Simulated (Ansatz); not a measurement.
Species: FeF2 (charge 0, quintet). The spin state was set by rule; other spins were not relaxed. SMILES: [F][Fe][F]
Geometry: optimised at B3LYP-D3(BJ)/def2-TZVP (Ansatz, a first-principles code).

Computed values are from Ansatz. Valence correlation only, unless marked. Open shells are spin-unrestricted. Spin-orbit coupling is left out. The frozen core is the preceding noble-gas configuration, with the filled d and f shells of earlier blocks. No relativistic terms. CBS marks a two-point X^-3 extrapolation of the correlation energy; Hartree-Fock from the larger set. [CCSD(T)-MP2]/basis is that difference in the basis named.

Problem. What is the total energy at RI-MP2/CBS(def2-TZVPPD,def2-QZVPPD)+[CCSD(T)-MP2]/def2-TZVPPD?

Solution. -1462.3959 Eh.

Problem. What is the dipole moment at CCSD(T)/def2-SVPD?

Solution. 0.00 D.

Problem. What is the atomisation energy De at RI-MP2/CBS(def2-TZVPPD,def2-QZVPPD)+[CCSD(T)-MP2]/def2-TZVPPD?

Solution. 244.6 kcal/mol.

Problem. What is the vertical ionisation energy (to the sextet) at RI-MP2/CBS(def2-TZVPPD,def2-QZVPPD)+[CCSD(T)-MP2]/def2-TZVPPD?

Solution. 10.96 eV.

Problem. What is the T1 diagnostic at CCSD/def2-TZVPPD?

Solution. 0.024.
